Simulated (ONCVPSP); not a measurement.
# What one change does to a pseudopotential (xenon (Xe), ONCV)

```
Element                 : Xe
Generator               : ONCVPSP 4.0.1
Type                    : optimised norm-conserving Vanderbilt (ONCV)
Functional              : LDA (Perdew-Zunger)
Relativity              : scalar-relativistic
Frozen core             : [Ar] 3d10
Valence charge          : 26
Reference configuration : 4s2 4p6 4d10 5s2 5p5.75 (charge +0.25)
Partial waves           : 4s+5s: rc 1.25 bohr, ncon 4, nbas 7, qcut 9.2 1/bohr, 2 projectors; 4p+5p: rc 1.45 bohr, ncon 3, nbas 6, qcut 7.9 1/bohr, 3 projectors, debl 0.7 Ha; 4d: rc 1.10 bohr, ncon 4, nbas 9, qcut 17.1 1/bohr, local
Local potential         : the d channel
Core correction         : Teter function, fcfact 3.25, rcfact 1.05
```

All-electron outer shells of the reference configuration (LDA (Perdew-Zunger), scalar-relativistic, ld1.x):

| shell | level (eV) | outermost node (bohr) | outermost maximum (bohr) |
| --- | --- | --- | --- |
| 3p | -918.69 | 0.12 | 0.27 |
| 3d | -656.27 | – | 0.23 |
| 4s | -199.38 | 0.36 | 0.66 |
| 4p | -143.41 | 0.36 | 0.69 |
| 4d | -61.83 | 0.34 | 0.75 |
| 5s | -22.22 | 0.85 | 1.61 |
| 5p | -10.49 | 0.92 | 1.89 |

Change: core correction Teter function, fcfact 3.25, rcfact 1.76.

Cutoffs: the cutoffs (Ha) at which the residual kinetic energy of the hardest occupied pseudo-wave falls to 1 and 0.1 mHa per electron; they do not see the model core or the augmentation charge, which bear on the density cutoff. Errors are all-electron minus pseudo energies relative to the spin-unpolarised reference configuration.

Task: How do hardness, ghosts and transferability respond?

Result: The potential gets neither clearly harder nor softer (69 Ha and 85 Ha → 69 Ha and 85 Ha); of the 4 tests that both files solve, the error grows in 1 and shrinks in 0 by more than 15 % and 0.3 meV (median size 5.6 → 5.7 meV); neither file shows a bound ghost. A model core, the more so a compact one, raises the density cutoff, which this test does not measure.

```tsv
quantity	base	changed
cutoff, loose	69 Ha	69 Ha
cutoff, tight	85 Ha	85 Ha
bound ghosts	none	none
GHOST(+) flags under 300 eV	none	none
error for 4s2 4p6 4d10 5s2 5p6, meV [ΔE -2.36 eV]	+0.6	+0.6
error for 4s2 4p6 4d10 5s2 5p5, meV [ΔE 10.34 eV]	-2.7	-2.7
error for 4s2 4p6 4d10 5s2 5p4, meV [ΔE 32.29 eV]	-8.6	-8.7
error for 4s2 4p5 4d10 5s2 5p6, meV [ΔE 147.83 eV]	-49	-66
s: phases at 1.27 bohr within 0.05 rad from the reference energy up to (Ha; the scan ends near 5)	to the end of the scan	to the end of the scan
p: phases at 1.47 bohr within 0.05 rad from the reference energy up to (Ha; the scan ends near 5)	to the end of the scan	to the end of the scan
d: phases at 1.12 bohr within 0.05 rad from the reference energy up to (Ha; the scan ends near 5)	to the end of the scan	to the end of the scan
rms error of d²Exc/dni dnj with the model core, mHa	1.76	2.35
```
